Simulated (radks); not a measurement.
Values are calculated unless marked as measured or tabulated.
Zr34+, configuration [He] 2s2 2p2 (the NIST ground configuration).

Code: a radial shooting solver on a logarithmic mesh with Libxc functionals. Model: non-relativistic Kohn-Sham, exchange-only r2SCAN, spin-polarised, spherical densities, point nucleus; open shells are filled with parallel spins first (spin-orbit coupling, left out, can overturn this in heavy ions); meta-GGA in the generalised Kohn-Sham scheme; relativity is left out, which matters for an element this heavy.

Energy parts (hartree):
part                   energy
total             -2272.26080
kinetic            2272.26080
electron-nucleus  -4669.12401
Hartree             167.13701
exchange            -42.53460

Orbitals (lengths in bohr, moments of r in powers of bohr; <r^-3> diverges for s and p1/2):
| orbital | occ. | eigenvalue (hartree) | <1/r> | <r^-3> | <r^4> |
|---|---|---|---|---|---|
| 1s up | 1 | -734.1783 | 39.57 | - | 9.449e-06 |
| 1s down | 1 | -733.2055 | 39.62 | - | 9.374e-06 |
| 2s up | 1 | -165.9506 | 9.440 | - | 0.001404 |
| 2s down | 1 | -164.3525 | 9.365 | - | 0.001433 |
| 2p up | 2 | -161.4443 | 9.368 | 2244 | 0.0008884 |
| 2p down | 0 | -159.3616 | 9.318 | 2221 | 0.0009155 |
| 3s up | 0 | -69.06454 | 4.025 | - | 0.03465 |
| 3s down | 0 | -68.08204 | 4.093 | - | 0.03367 |
| 3p up | 0 | -67.60919 | 4.008 | 620.5 | 0.02912 |
| 3p down | 0 | -66.64696 | 4.072 | 644.1 | 0.02824 |
| 3d up | 0 | -66.15867 | 3.981 | 115.9 | 0.01630 |
| 3d down | 0 | -65.37077 | 3.992 | 115.6 | 0.01578 |

The highest occupied level is 2p up at -4393.1 eV. Spin moment in Bohr magnetons: 2. Summed over all electrons, <r^2> = 0.1058 bohr^2, which gives a Langevin (diamagnetic) susceptibility term of -0.0838 x 10^-6 cm^3/mol. The electron density at the nucleus is 4.44e+04 e/bohr^3. The density falls to 0.001 e/bohr^3 at r = 0.54 bohr.
